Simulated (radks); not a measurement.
Values are calculated unless marked as measured or tabulated.
Q: Mg, configuration [He] 2s2 2p5.5 3s2 4s0.5 (fractional occupations, a model configuration). Level of theory: Dirac Kohn-Sham, PBE, spin-unpolarised, spherical densities, finite nucleus; open shells are shared between the two j in proportion to 2j + 1; Fermi nuclear charge, rms radius 3.057 fm (a radial shooting solver on a logarithmic mesh with Libxc functionals). Some entries of the table are withheld. Estimate them.

orbital,occ.,eigenvalue (eV),<1/r> (bohr^-1)
1s1/2,2,(1),11.63
2s1/2,2,-89.8005,2.134
2p1/2,1.83333,-56.9172,2.006
2p3/2,3.66667,-56.6139,1.998
3s1/2,2,-7.5031,0.4832
3p1/2,0,-3.2045,(2)
3p3/2,0,-3.1925,(3)
4s1/2,0.5,-1.0346,0.1328
3d3/2,0,-0.2583,0.1017
3d5/2,0,-0.2583,0.1017

A: 
(1) 1s1/2 eigenvalue (eV): -1272.912
(2) 3p1/2 <1/r> (bohr^-1): 0.3636
(3) 3p3/2 <1/r> (bohr^-1): 0.3628
